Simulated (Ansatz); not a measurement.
Reaction (ligand exchange at a B–S bond): `CSB(C)O` + CH₃OH → `COB(C)O` + CH₃SH

Isolated molecules relaxed with PBE0-D4/def2-TZVP in Ansatz; ΔE leaves out vibrations. CCSD(T)/CBS is the MP2 limit (def2-TZVPP, def2-QZVPP) plus CCSD(T) − MP2 in def2-TZVPP, frozen cores. This one scheme is used for every species. DFT in def2-TZVPP. B3LYP here is the variant with VWN-RPA as its local correlation; programs differ in this. One conformer a species, not always the lowest.

Q: Is it downhill or uphill in electronic energy at CCSD(T)/CBS, and by how much? (Estimate.)

A: Ansatz gave: Downhill: ΔE = -62.1 kJ/mol.

Q: What do these levels give: B3LYP-D4, B3LYP, r2SCANh, LC-ωPBE, CCSD/def2-SVP, HF/def2-TZVPP? (An estimate is asked.)

A: The calculation gave: B3LYP-D4 -65.6, B3LYP -69.8, r2SCANh -62.2, LC-ωPBE -64.5, CCSD/def2-SVP -79.4, HF/def2-TZVPP -81.5 kJ/mol.

Largest T1 diagnostic among the species: 0.012.

The D4 term adds +4.2 kJ/mol with B3LYP and +2.2 kJ/mol with PBE0; it sums over pairs of atoms, weighted by their polarisabilities, and B3LYP, whose exchange is more repulsive, gets the larger term. At CCSD(T), def2-SVP lies −15.3 kJ/mol from the extrapolated value and def2-TZVPP −3.4 kJ/mol.
